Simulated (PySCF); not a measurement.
## Identify the compound

An unknown has the formula C9H14O. Its calculated NMR data are:

$^{1}$H NMR (400 MHz, computed): δ 2.33 (m, 1H), 2.14 (m, 1H), 2.10 (m, 1H), 2.07 (s, 3H), 1.62 (m, 1H), 1.60 (m, 1H), 1.59 (m, 1H), 1.55 (m, 1H), 1.20 (m, 1H), 1.13 (m, 1H), 1.08 (m, 1H), 1.05 (m, 1H).

$^{13}$C{$^{1}$H} NMR (computed): δ 214.3 (C), 55.7 (CH), 41.4 (CH), 39.5 (CH), 38.5 (CH2), 38.2 (CH2), 32.1 (CH2), 31.3 (CH2), 31.0 (CH3).

Gas phase, a single conformation, equivalent nuclei averaged, relativity neglected. Shieldings: GIAO PBE0/pcSseg-1; GFN2-xTB structure; PySCF.

Shifts are taken against calculated references (same method and geometry level): $^{1}$H (σref 31.72) and $^{13}$C (σref 186.93) against TMS.

Problem. Which candidate is it?
A. C=C[C@@]12CC[C@@H](C1)[C@H]2OC
B. CO[C@@H]1C[C@@H]2C=C[C@H]1CC2
C. O=C[C@@H]1C[C@H]2CC[C@@H](C1)C2
D. CC(=O)[C@@H]1C[C@H]2CC[C@@H]1C2

Solution. D. 

The formula gives 3 degrees of unsaturation (2 rings in the answer). 9 carbon signals for 9 carbons: no two carbons are equivalent. Carbon types of the structure: 1 × C, 3 × CH, 4 × CH2, 1 × CH3, which accounts for all hydrogens. δC 214.3: ketone carbonyl carbon; low-lying n→π* states of the double bond to the heteroatom give a large paramagnetic term (-275 ppm). δC 55.7: sp3 CH α to a carbonyl; α to the electron-withdrawing carbonyl group. δC 41.4, 39.5: sp3 CH in a ring; saturated and bonded to C and H only. δC 31.0: methyl carbon α to a carbonyl; α to the electron-withdrawing carbonyl group. δH 2.14: hydrogen on an sp3 CH α to a carbonyl; α to C=O.

The others: C=C[C@@]12CC[C@@H](C1)[C@H]2OC has carbons computed at 148.6, 121.2, 95.0, 60.0, 59.7, 43.7, 35.5, 34.4, 27.9; CO[C@@H]1C[C@@H]2C=C[C@H]1CC2 has carbons computed at 143.1, 139.4, 84.7, 58.1, 39.7, 34.1, 33.7, 27.8, 24.0, with a different DEPT pattern; O=C[C@@H]1C[C@H]2CC[C@@H](C1)C2 would give 6 carbon signals, not 9.

Shifts are as computed. Against solution values, carbons near 30 ppm lie about +3 ppm off and those near 130 ppm about +5 ppm. Of 1211 compounds with measured shifts, 218 miss one by over three times the rms of a fit or turn the order of signals round; such compounds aren't used in these exercises. Multiplicities follow the n + 1 count of equivalent neighbours, as no J values were calculated; m marks all less simple cases, F and P coupling included.
